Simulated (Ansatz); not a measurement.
Mulliken charges of `N[AsH][GaH2]` from PBE/def2-TZVPP in Ansatz (PBE0-D4/def2-TZVP geometry).

```tsv
atom	x (Å)	y (Å)	z (Å)	charge (e)
N1	-0.403	1.508	-0.762	-0.393
As2	-1.238	0.096	0.136	0.044
Ga3	0.608	-1.421	0.496	0.148
H4	0.579	1.358	-0.947	0.146
H5	-0.870	1.657	-1.647	0.150
H6	-1.070	0.638	1.557	-0.006
H7	1.882	-1.295	-0.425	-0.051
H8	0.512	-2.540	1.593	-0.038
```

Q: By hand: the dipole of these point charges (1 e Å = 4.8032 D).

A: Σ q r = (0.039, -0.193, -0.055) e Å, of length 0.204 e Å = 0.98 D.

Q: How does the dipole of the full density compare? (An estimate is asked.)

A: Ansatz gave: (0.097, -0.056, -0.192) e Å, 1.07 D; the point charges give 0.92 times that, at 56° from its direction.

Point charges leave out the atoms' own dipoles, such as those of lone pairs, and Mulliken's split depends on the basis, so the two needn't agree.
